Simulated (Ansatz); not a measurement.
`C=C1C[SiH]1CF` → 4 C• + F• + 7 H• + Si•  (atomization)

Calculated with Ansatz (gas phase, PBE0-D4/def2-TZVP geometries, no zero-point term in ΔE). CCSD(T)/CBS adds triple-zeta CCSD(T) − MP2 to the extrapolated MP2 energy (def2 sets, frozen cores). This one scheme is used for every species, atoms too. DFT in def2-TZVPP. No spin–orbit coupling; open shells (•) take unrestricted orbitals. Spin–orbit coupling would lower the free atoms: a little for C, F, Si. Each species was taken in one conformer, which may not be the lowest.

`C=C1C[SiH]1CF`:

Z-matrix (Å, degrees):
```
C
C 1 1.511
Si 1 1.868 2 63.9
H 1 1.089 2 116.5 3 111.3
H 1 1.089 2 116.8 3 -112.1
C 2 1.320 1 136.6 3 179.2
C 3 1.887 1 117.5 2 -106.7
H 3 1.480 1 120.0 2 106.3
H 6 1.088 2 121.8 1 0.2
H 6 1.085 2 121.4 1 -179.7
F 7 1.391 3 111.1 1 150.6
H 7 1.095 3 109.7 1 30.6
H 7 1.095 3 111.4 1 -89.0
```

```
        species  r2SCAN-D4 energy (Eh)
`C=C1C[SiH]1CF`             -545.84095
             C•              -37.83292
             F•              -99.72763
             H•               -0.49993
            Si•             -289.34127
```

(1) Work out ΔE.

Largest T1 diagnostic among the species: 0.012.

## Answers

(1) ΔE = 7 × (-0.49993) + 4 × (-37.83292) + (-99.72763) + (-289.34127) − (-545.84095) = 1.94086 Eh = +5095.7 kJ/mol. CCSD(T)/CBS gives +5061.0 kJ/mol.

In def2-TZVPP, CCSD(T) changes the Hartree–Fock value by +1231.8 kJ/mol (the triples alone add +81.7 kJ/mol) and MP2 by +1323.4 kJ/mol; breaking electron pairs costs correlation energy, which Hartree–Fock lacks. From PBE to PBE0 (25 % exact exchange), in def2-TZVPP and without D4, ΔE moves by −92.7 kJ/mol: exact exchange takes away binding that semilocal exchange gives to molecules.

For atomizations the MP2-based limit and the directly extrapolated one differ by several kJ/mol either way, and by 10 to 25 for some Ge, Se and Sn compounds, so smaller differences from it don't rank the levels.
